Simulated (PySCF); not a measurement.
Stationary points of GaF₄⁻

Computed with PySCF, PBE0, basis Ga def2-SVPD, F def2-SVPD (no relativity, density fitting).

Relaxations began from a few typed shapes. The search is not exhaustive: other isomers or separated fragments can lie lower, and high-lying points may rest on an excited occupation.

```json
{"spin": "singlet", "group": "Td", "bonds": "Ga–F 1.796 Å (×4)", "angles": "F–Ga–F 109.5° (×6)", "imaginary modes (cm⁻¹)": "none", "ΔE (kJ/mol)": "0.0", "ΔE with ZPE (kJ/mol)": "0.0"}
{"spin": "singlet", "group": "D4h", "bonds": "Ga–F 1.820 Å (×4)", "angles": "F–Ga–F 90.0° (×4), F–Ga–F 180.0° (×2)", "imaginary modes (cm⁻¹)": "149i", "ΔE (kJ/mol)": "141.4", "ΔE with ZPE (kJ/mol)": "–"}
```

The lowest minimum found is the singlet Td: Ga–F 1.796 Å (×4); F–Ga–F 109.5° (×6).

Counting electrons, gallium keeps none of its valence electrons outside its bonds, so the VSEPR class is AX4 and the expected shape is tetrahedral (Td), as computed.

For the lowest minimum: the lowest empty level of this anion is unbound, so it and the gap depend on the basis.
